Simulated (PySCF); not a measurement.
C₃H₆ClIn, SMILES [Cl][In]([CH3])[CH]=C.

Geometry optimised at B3LYP-D3(BJ)/def2-SVP. The structure was generated by enumeration; whether it is a known compound was not checked. The def2 effective core potentials stand for the cores of In; spin–orbit coupling is left out. One conformer was computed; it need not be the lowest.

Calculation: PBE0/def2-TZVP (PySCF).

The molecule is in vacuum.

Computed frontier levels, gap, dipole moment and polarisability:
```json
{
  "highest_occupied_level": "-7.64 eV",
  "lowest_empty_level": "-1.63 eV",
  "orbital_gap": "6.00 eV",
  "dipole_moment": "3.84 D",
  "quadrupole, principal values (traceless, Buckingham form, about the centre of nuclear charge)": "-7.35, 3.29, 4.07 D·Å",
  "mean_static_polarisability": "86.5 bohr³ (12.81 Å³)",
  "polarisability_principal_values": "55.9, 92.3, 111.1 bohr³"
}
```
